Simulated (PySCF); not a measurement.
**Electron correlation in N⁺ (nitrogen, charge +1)**

[He] 2s2 2p2, high-spin 3P determinant. Computed with PySCF 2.14 in def2-TZVP (5s3p2d1f, 31 functions), with no relativity, point nucleus. Frozen: 1s2; 4 electrons correlated.

MP2 pair energies summed by pair of shells (mhartree):

```csv
pair,energy,share (%)
2s-2p,-43.06,61.2
2s-2s,-19.98,28.4
2p-2p,-7.37,10.5
```

Total MP2 correlation energy: -70.40 mhartree.

Same-spin part -12.53 and opposite-spin part -57.87 mhartree; SCS-MP2 scales them by 1/3 and 6/5 to -73.62 mhartree.

| level | correlation energy (mhartree) |
| --- | --- |
| CCSD | -91.62 |
| (T) | -1.57 |
| CCSD(T) | -93.19 |

Diagnostics: T1 = 0.0063, D1 = 0.0123, largest double amplitude 0.119.

Cost of the coupled-cluster step: 0.44 s of wall time on 1 thread of Neoverse-N1 (shared host), for 4 correlated electrons.

Iterations:

```
CC2 = 0
CCSD nocc = (np.int64(3), np.int64(1)), nmo = (30, 30)
frozen orbitals [[0], [0]]
max_cycle = 100
direct = 0
conv_tol = 1e-08
conv_tol_normt = 1e-06
diis_space = 8
diis_start_cycle = 0
Init t2, MP2 energy = -0.0704023802470098
Init E_corr(UCCSD) = -0.0704023802561669
cycle = 1  E_corr(UCCSD) = -0.0843973688292286  dE = -0.0139949886  norm(t1,t2) = 0.0404833
cycle = 2  E_corr(UCCSD) = -0.0885248458806296  dE = -0.00412747705  norm(t1,t2) = 0.0180369
cycle = 3  E_corr(UCCSD) = -0.0916725377794275  dE = -0.0031476919  norm(t1,t2) = 0.00901837
cycle = 4  E_corr(UCCSD) = -0.091608411089784  dE = 6.41266896e-05  norm(t1,t2) = 0.00103751
cycle = 5  E_corr(UCCSD) = -0.0916253410469035  dE = -1.69299571e-05  norm(t1,t2) = 0.000154382
cycle = 6  E_corr(UCCSD) = -0.0916211979195146  dE = 4.14312739e-06  norm(t1,t2) = 2.23154e-05
cycle = 7  E_corr(UCCSD) = -0.0916226445755429  dE = -1.44665603e-06  norm(t1,t2) = 5.46805e-06
cycle = 8  E_corr(UCCSD) = -0.0916222903610477  dE = 3.54214495e-07  norm(t1,t2) = 1.52623e-06
cycle = 9  E_corr(UCCSD) = -0.0916223165953365  dE = -2.62342888e-08  norm(t1,t2) = 2.74019e-07
cycle = 10  E_corr(UCCSD) = -0.0916223217678603  dE = -5.17252373e-09  norm(t1,t2) = 3.87603e-08
UCCSD converged
E(UCCSD) = -53.98362089708348  E_corr = -0.09162232176786025
UCCSD(T) correction = -0.00157305063566699
```
